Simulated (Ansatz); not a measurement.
Molecule: WO2, charge 0, multiplicity 3. This is an excited triplet: at this geometry the singlet lies 0.23 eV lower at RI-MP2/CBS(def2-TZVPPD,def2-QZVPPD)+[CCSD(T)-MP2]/def2-TZVPPD. 
Geometry from a B3LYP-D3(BJ)/def2-TZVP (Ansatz, a first-principles code) optimisation:
```
W
O 1 1.7151
O 1 1.7151 2 113.29
```
Charge 0, spin multiplicity 3.

Total electronic energies in hartree. Cores are frozen in the correlated levels unless marked. UHF or UKS for open shells. No spin-orbit coupling. Frozen are the shells of the preceding noble gas and the d and f shells that filled before the atom's block. In def2 rows, elements after Kr have scalar-relativistic effective core potentials. Basis-set limits of correlation are two-point, X^-3; Hartree-Fock from the larger set. The bracket is a focal-point correction in the basis named.

```csv
level,program,energy (Eh)
PBE0-D4/def2-TZVPD,Ansatz + dftd4,-217.44990
PBE0/def2-TZVPD,Ansatz,-217.44826
BHLYP-D4/def2-TZVPD,Ansatz + dftd4,[?]
r2SCANh-D4/def2-TZVPD,Ansatz + dftd4,-217.55660
CAM-B3LYP-D4/def2-TZVPD,Ansatz + dftd4,[?]
wB97X-V/def2-TZVPD,Ansatz,-217.51609
B2GP-PLYP-D4/def2-TZVPD,Ansatz + dftd4,-217.26479
B2GP-PLYP/def2-TZVPD,Ansatz,-217.26398
B2PLYP-D4/def2-TZVPD,Ansatz + dftd4,[?]
MP2/def2-TZVPP,Ansatz,-216.88017
"RI-MP2/CBS(def2-TZVPP,def2-QZVPP)",Ansatz,-216.9657
SCS-MP2/def2-SVPD,Ansatz,-216.52928
SCS-MP2/def2-TZVPPD,Ansatz,-216.84041
CCSD/def2-TZVPP,Ansatz,-216.83714
"RI-MP2/CBS(def2-TZVPPD,def2-QZVPPD)+[CCSD(T)-MP2]/def2-TZVPPD",Ansatz,-216.9666
```

Some entries are withheld; supply them.


- BHLYP-D4/def2-TZVPD, energy (Eh): -217.39523
- CAM-B3LYP-D4/def2-TZVPD, energy (Eh): -217.51769
- B2PLYP-D4/def2-TZVPD, energy (Eh): -217.34850
